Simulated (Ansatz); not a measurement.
A displaced shape of singlet CH3Br:

```tsv
atom	x (Å)	y (Å)	z (Å)
C	-0.0366	-0.0069	-1.4778
Br	0.0159	-0.0073	0.4651
H	0.0436	-1.0312	-1.8350
H	-0.9093	0.5425	-1.9016
H	0.9495	0.5190	-1.8662
```

It was optimised with HF/def2-SVP in Ansatz (development build ahead of 0.2.0) to forces under 0.001 eV/Å, with restricted orbitals. Each step stands on the lowest determinant of that kind that the program's search found.

Task: What shape does it relax to, and how does the optimisation go?

Result:

```
atom    x (Å)    y (Å)    z (Å)
   C   0.0140   0.0024  -1.5094
  Br   0.0002   0.0109   0.4300
   H   0.0173  -1.0298  -1.8409
   H  -0.8768   0.5155  -1.8539
   H   0.9086   0.5171  -1.8413
```

Bond lengths: C1–Br2 1.939 Å, C1–H3 1.084 Å, C1–H4 1.084 Å, C1–H5 1.084 Å. Angles: Br2–C1–H3 108.1°, Br2–C1–H4 108.1°, Br2–C1–H5 108.1°, H3–C1–H4 110.9°, H3–C1–H5 110.8°, H4–C1–H5 110.9°.

```csv
step,E − E(start) (eV),largest force (eV/Å)
1,0.0000,2.3680
2,-0.2005,0.6083
3,-0.2176,0.1745
4,-0.2183,0.0390
5,-0.2184,0.0187
6,-0.2184,0.0010
```

The optimisation ended after 6 steps with its threshold met.
